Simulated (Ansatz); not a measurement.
A run for Ansatz (a quantum-chemistry and plane-wave program): R-B3LYP-D3(BJ)/def2-TZVP on BiH3 (SMILES [H][Bi]([H])[H]). Elements past Kr take the def2 small-core potentials; no spin–orbit coupling.

Ansatz 0.2 input:
```yaml
crystal:
  periodic: [false, false, false]
  atoms:
    - {symbol: Bi, position_ang: [-0.00000000, -0.19345225, -0.74647463]}
    - {symbol: H, position_ang: [0.00000000, 1.49064410, -0.12078071]}
    - {symbol: H, position_ang: [1.27588035, -0.64859592, 0.43362767]}
    - {symbol: H, position_ang: [-1.27588035, -0.64859592, 0.43362767]}
basis:
  gaussian:
    orbitals: def2-TZVP
hamiltonian:
  xc: b3lyp
  dispersion: d3bj
accuracy: high
phonons: {}
scf: {lower_state_search: off}
```

Question: Give the final energy of this run.

Answer: -216.4885 hartree.

Question: How many basis functions does it have, and what does it roughly cost on one machine?

Answer: 68 functions; roughly 50 core-seconds.
